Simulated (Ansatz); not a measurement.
Program: Ansatz. Geometries: PBE0-D4/def2-TZVP. ΔE: electronic, gas phase. CCSD(T)/CBS is the MP2 limit (def2-TZVPP, def2-QZVPP) plus CCSD(T) − MP2 in def2-TZVPP, frozen cores. This one scheme is used for every species. Functionals use def2-TZVPP. HSE06 is defined as in plane-wave codes. For Ge outer-core shells are correlated without core-valence functions, which leaves a few kJ/mol of doubt a bond. Scalar relativity is left out up to krypton. One conformer a species, not always the lowest.

Reaction (cleavage of the Ge–Si bond): `C[SiH2][GeH3]` + `N=C=S` → `S=C=[N][GeH3]` + `C[SiH3]`

```json
{"level": "r2SCAN0-D4", "ΔE (eV)": "-0.30"}
{"level": "CAM-B3LYP-D4", "ΔE (eV)": "-0.39"}
{"level": "ωB97X-V", "ΔE (eV)": "-0.37"}
{"level": "PBE", "ΔE (eV)": "-0.14"}
{"level": "PBE0", "ΔE (eV)": "-0.23"}
{"level": "HSE06", "ΔE (eV)": "-0.23"}
{"level": "MP2/def2-TZVPP", "ΔE (eV)": "-0.46"}
{"level": "HF/CBS(def2)", "ΔE (eV)": "-0.72"}
```

Q: What does CCSD(T)/CBS give? (An estimate is asked.)

A: The calculation gave: -0.35 eV. The listed levels differ from it by 0.05, -0.04, -0.02, 0.21, 0.12, 0.12, -0.11, -0.37 eV.

Largest T1 diagnostic among the species: 0.019.

In def2-TZVPP, CCSD(T) changes the Hartree–Fock value by +0.31 eV (the triples alone add +0.04 eV) and MP2 by +0.24 eV. Leaving LDA and LC-ωPBE aside and taking each functional with its dispersion term where it has one, the values, not all of them listed here, spread over 0.31 eV, from BHLYP-D4 to PBE-D4. LDA lies +0.05 eV from PBE without D4.
